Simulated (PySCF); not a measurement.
InH, SMILES [InH] (connectivity only; charge and spin as stated), neutral, multiplicity 1.

Geometry optimised at B3LYP-D3(BJ)/def2-TZVPD. The def2 effective core potentials stand for the cores of In; spin–orbit coupling is left out.

Calculation: PySCF with PBE/def2-TZVPD.

Isolated molecule, no solvent.

Computed frontier levels, gap, dipole moment and polarisability:
```yaml
highest_occupied_level: -4.80 eV
lowest_empty_level: -2.44 eV
orbital_gap: 2.35 eV
dipole_moment: 0.98 D
quadrupole, principal values (traceless, Buckingham form, about the centre of nuclear charge): -9.59, 4.80, 4.80 D·Å
mean_static_polarisability: 52.5 bohr³ (7.78 Å³)
polarisability_principal_values: 44.8, 44.8, 68.0 bohr³
```
